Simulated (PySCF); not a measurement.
## How methods differ on the excitation energy of K

K [Ar] 4s1 (2S) → K [Ar] 4p1 (2P), as a difference of total energies. All numbers are calculated (PySCF 2.14, the non-relativistic Hamiltonian (point nucleus), in def2-QZVPPD (11s6p4d3f, 70 functions)). Correlated levels: valence and next inner shell: [Ne] frozen. The calculations carry no spin-orbit coupling.

```json
{"method": "UHF", "excitation energy (eV)": "1.408"}
{"method": "LDA", "excitation energy (eV)": "1.511"}
{"method": "r2SCAN", "excitation energy (eV)": "1.342"}
{"method": "BHandHLYP", "excitation energy (eV)": "1.498"}
{"method": "TPSSh", "excitation energy (eV)": "1.294"}
{"method": "wB97X", "excitation energy (eV)": "1.374"}
{"method": "revPBE", "excitation energy (eV)": "1.298"}
{"method": "MP2 (valence and next inner shell)", "excitation energy (eV)": "1.580"}
{"method": "SCS-MP2 (valence and next inner shell)", "excitation energy (eV)": "1.544"}
```

Question: Estimate what PBE0 gives.

Answer: 1.385 eV, closest to wB97X among the rows shown.

Question: Estimate what PBE gives.

Answer: 1.371 eV, closest to wB97X among the rows shown.

These non-relativistic numbers lack the scalar-relativistic shift.

Errors of the correlated levels include the incompleteness of this basis and the frozen core.

For comparison: 1.615 eV (measured; NIST levels, between the centres of gravity of the two terms).
